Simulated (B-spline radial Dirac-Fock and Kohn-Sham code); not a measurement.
**Ru 4s: cross section and angular parameters**

System: the free ruthenium atom in the configuration [Kr] 4d7 5s1; threshold 75.00 eV (tabulated edge). These are calculated numbers from an atomic code on a B-spline grid; the model is Dirac-Hartree-Slater photoionisation with a Latter tail; cross sections with all multipoles, angular parameters from the dipole term and its interference with E2.

For linearly polarised light dσ/dΩ = σ/(4π) [1 + β P₂(cos θ) + (δ + γ cos²θ) sin θ cos φ], with θ from the polarisation vector and φ the angle between the beam and the projection of the electron momentum on the plane normal to the polarisation.

| hν (eV) | σ (kb) | β | γ |
| --- | --- | --- | --- |
| 112 | 177 | 1.964 | 0.058 |
| 119 | 176 | 1.968 | 0.091 |
| 125 | 175 | 1.970 | 0.116 |
| 131 | 174 | 1.973 | 0.138 |
| 136 | 172 | 1.974 | 0.154 |
| 272 | 95.2 | 1.988 | 0.295 |
| 300 | 84.6 | 1.989 | 0.298 |
| 370 | ? | ? | ? |
| 400 | 58.2 | 1.991 | 0.284 |
| 561 | 35.7 | 1.992 | 0.233 |
| 600 | 32.2 | 1.993 | 0.219 |
| 989 | 14.3 | 1.994 | 0.090 |
| 1070 | 12.5 | 1.994 | 0.068 |
| 1090 | 12.1 | 1.994 | 0.063 |
| 1200 | 10.3 | 1.994 | 0.036 |
| 1730 | 5.39 | 1.995 | -0.051 |
| 2590 | 2.56 | 1.995 | -0.089 |
| 2890 | 2.08 | 1.995 | -0.083 |
| 3060 | 1.87 | 1.995 | -0.076 |
| 3070 | 1.86 | 1.995 | -0.075 |
| 3330 | 1.59 | 1.995 | -0.060 |
| 3520 | 1.42 | 1.996 | -0.047 |
| 4000 | 1.11 | 1.996 | -0.006 |
| 4770 | 0.778 | 1.996 | 0.075 |
| 8047.8 | 0.261 | 1.995 | 0.497 |
| 9251.7 | 0.192 | 1.995 | 0.657 |

Question: Give the values at 370 eV.

Answer: σ = 64.7 kb, β = 1.990, γ = 0.290. For an s subshell δ is negligible.
